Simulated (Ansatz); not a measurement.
Start from `N#CCC(F)(F)F` and change one atom or group to get `C=CSC(F)(F)F`.

Ansatz, PBE0-D4/def2-TZVP geometries, multiplicity 1. Each molecule was computed in one conformer, which needn't be the lowest.

| property | `N#CCC(F)(F)F` |
| --- | --- |
| size of the dipole moment (PBE/def2-TZVPP) / D | 3.24 |
| HOMO energy (PBE/def2-TZVPP) / eV | -8.67 |
| HOMO energy (PBE0/def2-TZVPP) / eV | -10.09 |
| HOMO–LUMO gap (B3LYP/def2-TZVPP) / eV | 9.56 |
| LUMO energy (ωB97M-V/def2-TZVPP) / eV | 1.96 |
| LUMO energy (PBE0/def2-TZVPP) / eV | 0.02 |

Problem. What does the change do to each property? (Best estimate.)

Solution. Computed: 
```csv
property,`C=CSC(F)(F)F`,shift
size of the dipole moment (PBE/def2-TZVPP) / D,1.50,-1.74
HOMO energy (PBE/def2-TZVPP) / eV,-5.97,2.70
HOMO energy (PBE0/def2-TZVPP) / eV,-7.12,2.97
HOMO–LUMO gap (B3LYP/def2-TZVPP) / eV,6.26,-3.30
LUMO energy (ωB97M-V/def2-TZVPP) / eV,1.68,-0.28
LUMO energy (PBE0/def2-TZVPP) / eV,-0.42,-0.44
```

With PBE0 the HOMO rises by 2.97 eV and the LUMO falls by 0.44 eV, so the gap narrows by about 3.41 eV. PBE moves the HOMO by 2.70 eV and ωB97M-V by 3.18 eV. Dipoles are sizes alone; their direction can turn.

B3LYP here is the variant with VWN-RPA as its local correlation; programs differ in this.
